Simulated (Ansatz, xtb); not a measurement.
Molecule: C$_{3}$H$_{4}$N, net charge -1, singlet state. It need not be the lowest isomer of its formula. Whether it binds its extra electron was not tested at this geometry. SMILES: [C-]#[N+][CH-]C
Structure (B3LYP-D3(BJ)/def2-TZVP (Ansatz, a quantum-chemistry and plane-wave program) minimum search):
```xyz
8

C     -1.5321     0.2026    -0.1431
C     -0.2843    -0.6030    -0.4348
N      0.8479    -0.0527     0.1394
C      1.7907     0.3822     0.6953
H     -1.4956     1.2774    -0.4385
H     -1.7749     0.1967     0.9275
H     -2.3889    -0.2406    -0.6636
H     -0.1219    -0.7548    -1.5056
```
Charge -1, spin multiplicity 1.

Harmonic wavenumbers from GFN2-xTB (xtb, at its own minimum), cm⁻¹: 173, 205, 384, 469, 711, 904, 1026, 1070, 1146, 1326, 1395, 1516, 1535, 2089, 2590, 2670, 2888, 2921.

Question: Give the harmonic wavenumbers at B3LYP-D3(BJ)/def2-TZVP (Ansatz, finite differences of forces, unscaled).

Answer: 216, 218, 426, 531, 653, 864, 1042, 1080, 1113, 1352, 1381, 1457, 1496, 2078, 2755, 2968, 3007, 3026 cm⁻¹. Zero-point energy 36.7 kcal/mol.

Question: From these and the geometry, give the ideal-gas thermochemistry at 298.15 K and 1 atm (rigid rotor, harmonic oscillator).

Answer: Point group C1, rotational symmetry number 1. Rotational constants 33.02, 5.241, 4.699 GHz. S(trans) 37.89, S(rot) 23.50, S(vib) 6.23, S(elec, spin only) 0.00, S 67.6 cal/(mol K). H(298) - H(0) 3.54 kcal/mol; G - E(el) 20.1 kcal/mol.
